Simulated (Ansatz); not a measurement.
Frontier orbitals of CH₂ClGaO.

Z-matrix (Å, degrees):
```
C
O 1 1.204
H 1 1.102 2 121.3
H 1 1.104 2 120.3 3 -180.0
Ga 2 2.563 1 122.5 3 0.0
Cl 5 2.273 2 87.0 1 -0.0
```

Total charge 0; spin multiplicity 1. Correlated methods include outer-core shells of Ga, which these sets cover unevenly. Scalar relativity is left out up to krypton. The bonds changed during the relaxation, so this is another structure than the one it started from. The geometry is a stationary point of PBE0-D4/def2-TZVP. Basis def2-TZVPP, Ansatz.

```
 functional  HOMO (eV)  LUMO (eV)  gap (eV)
LDA (SPW92)      -6.07      -3.58      2.49
        PBE      -5.86      -3.30      2.56
       BLYP      -5.76      -3.17      2.59
     r2SCAN      -6.12      -3.07      3.05
       PBE0      -6.83      -2.07      4.76
    r2SCAN0      -7.02      -1.95      5.07
    LC-ωPBE      -9.28       0.38      9.66
    ωB97M-V      -8.92       0.17      9.09
```

From PBE to PBE0 the HOMO moves by −0.97 eV and the LUMO by +1.23 eV, and with ωB97M-V by −3.06 and +3.47 eV, so the gap grows from 2.57 to 9.10 eV with exact exchange. A positive LUMO is unbound and depends on the basis.

LC-ωPBE has ω = 0.4 bohr⁻¹.
